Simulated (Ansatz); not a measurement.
`FBC1N[SiH2]1` + trimethylsilanol → `C[Si](C)(C)OBF` + `C1N[SiH2]1`  (ligand exchange at a B–C bond)

Program: Ansatz. Geometries: PBE0-D4/def2-TZVP. ΔE: electronic, gas phase. CCSD(T)/CBS is the MP2 limit (def2-TZVPP, def2-QZVPP) plus CCSD(T) − MP2 in def2-TZVPP, frozen cores. Functionals use def2-TZVPP. B3LYP here is the variant with VWN-RPA as its local correlation; programs differ in this. One conformer a species, not always the lowest.

`FBC1N[SiH2]1`:

```xyz
10

F    -0.413   -1.452   -1.791
B    -1.012   -0.427   -1.191
C    -0.629   -0.011    0.222
N     0.367   -0.804    1.007
Si    1.138    0.583    0.348
H    -1.811    0.200   -1.832
H    -1.303    0.646    0.775
H     0.151   -0.879    1.991
H     1.367    1.790    1.172
H     2.145    0.353   -0.703
```

`C[Si](C)(C)O`:

```xyz
15

C     1.510   -0.001    0.926
Si   -0.180    0.190    0.148
C     0.018    0.608   -1.664
C    -1.194   -1.356    0.369
O    -1.041    1.377    0.924
H     2.103    0.912    0.826
H     2.072   -0.810    0.449
H     1.427   -0.232    1.991
H     0.588    1.532   -1.802
H    -0.956    0.741   -2.143
H     0.549   -0.187   -2.194
H    -0.713   -2.213   -0.111
H    -2.187   -1.234   -0.071
H    -1.322   -1.588    1.429
H    -0.675    2.262    0.922
```

`C[Si](C)(C)OBF`:

Cartesian coordinates in Å:
```
C -0.471 1.729 0.361
Si -0.241 -0.066 -0.081
C -1.613 -0.680 -1.176
C -0.059 -1.122 1.443
O 1.157 -0.212 -1.000
B 2.444 0.060 -0.777
F 2.836 0.565 0.399
H 0.363 2.091 0.967
H -0.535 2.350 -0.536
H -1.392 1.873 0.934
H -2.577 -0.624 -0.663
H -1.681 -0.082 -2.088
H -1.445 -1.720 -1.466
H 0.117 -2.168 1.177
H 0.778 -0.781 2.056
H -0.964 -1.080 2.055
H 3.284 -0.134 -1.606
```

`C1N[SiH2]1`:

Z-matrix (Å, degrees):
```
C
Si 1 1.829
N 1 1.494 2 61.5
H 1 1.090 2 117.4 3 107.8
H 1 1.087 2 123.6 3 -101.3
H 2 1.481 1 117.8 3 -107.7
H 2 1.478 1 124.7 3 97.4
H 3 1.009 1 116.0 2 119.2
```

(1) Is it downhill or uphill in electronic energy at CCSD(T)/CBS, and by how much? (Best estimate.)

(2) What do these levels give: PBE-D4, r2SCAN-D4, PBE0-D4, B3LYP-D4, ωB97M-V, B2PLYP, PBE, r2SCAN, MP2/def2-TZVPP, SCS-MP2/def2-TZVPP, SCS-MP2/def2-QZVPP, HF/CBS(def2)? (Estimate.)

Largest T1 diagnostic among the species: 0.013.

Answers

(1) Computed: Downhill: ΔE = -1.27 eV.

(2) Ansatz gave: PBE-D4 -1.17, r2SCAN-D4 -1.25, PBE0-D4 -1.22, B3LYP-D4 -1.30, ωB97M-V -1.28, B2PLYP -1.30, PBE -1.17, r2SCAN -1.24, MP2/def2-TZVPP -1.26, SCS-MP2/def2-TZVPP -1.30, SCS-MP2/def2-QZVPP -1.29, HF/CBS(def2) -1.46 eV.

From PBE to PBE0 (25 % exact exchange), in def2-TZVPP and without D4, ΔE moves by −0.05 eV. In def2-TZVPP, CCSD(T) changes the Hartree–Fock value by +0.17 eV (the triples alone add +0.03 eV) and MP2 by +0.19 eV.
